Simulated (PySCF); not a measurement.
# Excitation energy of Cl by level of theory

Cl [Ne] 3s2 3p5 (2P) → Cl [Ne] 3s1 3p6 (2S), as a difference of total energies. Computed with PySCF 2.14 in aug-cc-pV(Q+d)Z with one added diffuse shell each of s, p, d, f, g type (8s7p6d4f3g, 114 functions), with the non-relativistic Hamiltonian (point nucleus). Correlated levels: valence: [Ne] frozen. The calculations carry no spin-orbit coupling.

Q: Order these methods by the excitation energy they give, lowest first.
A. PBE
B. r2SCANh
C. UHF
D. LDA

A: D (11.761 eV), A (12.000 eV), B (12.986 eV), C (15.413 eV).

Errors of the correlated levels include the incompleteness of this basis and the frozen core.

For comparison: 10.586 eV (measured; NIST levels, between the centres of gravity of the two terms).
